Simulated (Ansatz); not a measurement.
System: C$_{3}$H$_{3}$, charge 1, multiplicity 1. It need not be the lowest isomer of its formula. SMILES: [CH][C][CH2+]
Coordinates optimised at B3LYP-D3(BJ)/def2-TZVP (Ansatz, a program for electronic structure):
```xyz
6

C     -1.2055    -0.2741    -0.0114
C      0.1021     0.0232     0.0010
C      1.2954     0.2946     0.0123
H     -1.6059    -1.0478     0.6419
H     -1.8893     0.2530    -0.6751
H      2.3426     0.5327     0.0222
```
Charge +1, spin multiplicity 1.

Wanted: vertical electron affinity (to the doublet state of charge +0; a negative value means that the extra electron is unbound and the number depends on the basis; each state is the SCF solution reached for its spin; the UHF <S^2> is 0.96 for the doublet (pure: 0.75); for the singlet the Hartree-Fock reference is unstable and T1 is 0.021), in eV. Correlated levels leave the core frozen unless marked. Open shells are spin-unrestricted. Spin-orbit coupling is left out. No relativistic terms. CBS(X,Y): correlation extrapolated as X^-3; Hartree-Fock from the larger set. The bracket is a focal-point correction in the basis named.

| level | program | vertical electron affinity (eV) |
|---|---|---|
| B3LYP/def2-TZVPD | Ansatz | 8.65 |
| wB97M-V/def2-TZVPD | Ansatz | 8.54 |
| SCS-MP2/aug-cc-pVTZ | Ansatz | 8.10 |
| RI-MP2/CBS(aug-cc-pVTZ,aug-cc-pVQZ)+[CCSD(T)-MP2]/aug-cc-pVTZ | Ansatz | (withheld) |

Task: Complete the blanks.

Result: 
- RI-MP2/CBS(aug-cc-pVTZ,aug-cc-pVQZ)+[CCSD(T)-MP2]/aug-cc-pVTZ, vertical electron affinity (eV): 8.60
